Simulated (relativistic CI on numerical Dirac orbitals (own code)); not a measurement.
# Energy levels of Pm V

Calculated at this level of theory: Dirac-Coulomb-Breit CI, separate exchange-only KLI orbitals for each configuration, a model potential for QED, valence Slater integrals scaled by 0.7 (own radial code, finite nucleus).

Configurations in the expansion (outside the closed core [Xe]): 4f3.

The lowest level is 4f3 4I°_9/2, with 95 % of that term; Hund's rules for 4f3 give 4I° with J = 9/2, in agreement.

```
No.  Configuration  Term     J  E (eV)    %  Next component (%)  jj configuration (%)
  1            4f3   4I°   9/2  0.0000   95               5 2H°          4f5/2^3 (66)
  2            4f3   4I°  11/2  0.3025   98               2 2H°    4f5/2^2 4f7/2 (88)
  3            4f3   4I°  13/2  0.6125   99               1 2K°    4f5/2 4f7/2^2 (79)
  4            4f3   4I°  15/2  0.9240   98               2 2K°          4f7/2^3 (47)
  5            4f3   4F°   3/2  1.5384   90               8 2D°          4f5/2^3 (49)
  6            4f3   2H°   9/2  1.5432   66              21 2G°    4f5/2^2 4f7/2 (53)
  7            4f3   4F°   5/2  1.7130   96               4 2D°    4f5/2^2 4f7/2 (73)
  8            4f3   4S°   3/2  1.8325   90               8 2P°    4f5/2^2 4f7/2 (62)
  9            4f3   4F°   7/2  1.8372   81              18 2G°    4f5/2^2 4f7/2 (69)
 10            4f3   4F°   9/2  2.0192   73              18 2H°    4f5/2 4f7/2^2 (83)
 11            4f3   2H°  11/2  2.0506   93               5 4G°    4f5/2 4f7/2^2 (69)
 12            4f3   2G°   7/2  2.2351   64              19 4G°    4f5/2^2 4f7/2 (52)
 13            4f3   4G°   5/2  2.3121   98               2 2F°    4f5/2^2 4f7/2 (41)
 14            4f3   2K°  13/2  2.3776   98               1 2I°    4f5/2^2 4f7/2 (67)
 15            4f3   4G°   7/2  2.5671   80              18 2G°    4f5/2^2 4f7/2 (51)
 16            4f3   4G°   9/2  2.6418   53              27 2G°    4f5/2 4f7/2^2 (52)
 17            4f3   2K°  15/2  2.6849   91               7 2L°    4f5/2^2 4f7/2 (50)
 18            4f3   2D°   3/2  2.7372   45              41 2P°    4f5/2 4f7/2^2 (61)
 19            4f3   4G°   9/2  2.8392   44              43 2G°          4f7/2^3 (57)
 20            4f3   4G°  11/2  2.9692   92               8 2H°    4f5/2 4f7/2^2 (43)
 21            4f3   2P°   1/2  2.9901   94               6 4D°    4f5/2^2 4f7/2 (53)
 22            4f3   2D°   5/2  3.0710   96               3 4F°    4f5/2 4f7/2^2 (72)
 23            4f3   2P°   3/2  3.4907   47              47 2D°          4f7/2^3 (76)
 24            4f3   2I°  11/2  3.6734   85              14 2H°    4f5/2^2 4f7/2 (70)
 25            4f3   4D°   3/2  3.7681   71              27 2D°    4f5/2^2 4f7/2 (76)
 26            4f3   2L°  15/2  3.7927   93               7 2K°    4f5/2 4f7/2^2 (45)
 27            4f3   4D°   5/2  3.8000   71              25 2D°    4f5/2^2 4f7/2 (65)
 28            4f3   2I°  13/2  3.8782   99               1 2K°    4f5/2 4f7/2^2 (88)
 29            4f3   4D°   1/2  3.9017   94               6 2P°    4f5/2 4f7/2^2 (53)
 30            4f3   2L°  17/2  4.0069  100                       4f5/2 4f7/2^2 (100)
 31            4f3   4D°   7/2  4.1674   98               2 2F°    4f5/2 4f7/2^2 (68)
 32            4f3   2H°   9/2  4.2581   98               1 2G°    4f5/2 4f7/2^2 (52)
 33            4f3   2D°   3/2  4.4360   73              26 4D°    4f5/2 4f7/2^2 (75)
 34            4f3   2H°  11/2  4.4816   83              14 2I°    4f5/2 4f7/2^2 (47)
 35            4f3   2D°   5/2  4.6047   47              27 4D°    4f5/2 4f7/2^2 (58)
 36            4f3   2F°   5/2  5.1226   68              29 2D°          4f7/2^3 (53)
 37            4f3   2F°   7/2  5.3130   96               2 4D°          4f7/2^3 (44)
 38            4f3   2G°   9/2  6.2619   99               1 2H°    4f5/2 4f7/2^2 (63)
 39            4f3   2G°   7/2  6.4079   98               2 2F°    4f5/2 4f7/2^2 (56)
 40            4f3   2F°   7/2  8.7760   99               1 2G°    4f5/2^2 4f7/2 (55)
 41            4f3   2F°   5/2  8.9653  100                        4f5/2 4f7/2^2 (87)
```

Energies count from the lowest computed level; ° marks odd parity. Filled j subshells are mostly left out of the jj labels.

The mean weight of the leading LS term, summed over parents, in these 41 levels is 84 %, and that of the leading jj configuration (from the same eigenvectors) 63 %, so LS coupling describes them better.

One configuration and one scale for all Slater integrals: terms of lower spin can come out thousands of cm⁻¹ low, and their order can be wrong.

Landé's interval rule says that E(J) − E(J−1) = AJ with one A. For the ground term the intervals give A = 443.5, 384.7, 334.9 cm⁻¹ for J = 11/2, 13/2, 15/2; the multiplet is regular.

LS names give the leading component of a level, which can be under half, so a name can repeat, a term be missing and a line seem to break the LS rules.
